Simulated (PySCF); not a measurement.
H3S, SMILES [SH3+], charge +1. Geometry: B3LYP-D3(BJ)/def2-TZVPD. The isomer is the one that the SMILES or the coordinates give; other isomers of the formula were not compared.

Task: Give the equilibrium geometry at B3LYP-D3(BJ)/def2-TZVPD (PySCF confirms it by a frequency run) as a Z-matrix, and its point group. (An estimate is asked for; the answer gives what the named calculation found.)

Result: point group C3v.
```
S
H 1 1.3581
H 1 1.3581 2 94.21
H 1 1.3581 2 94.21 3 94.55
```
Charge +1, spin multiplicity 1.
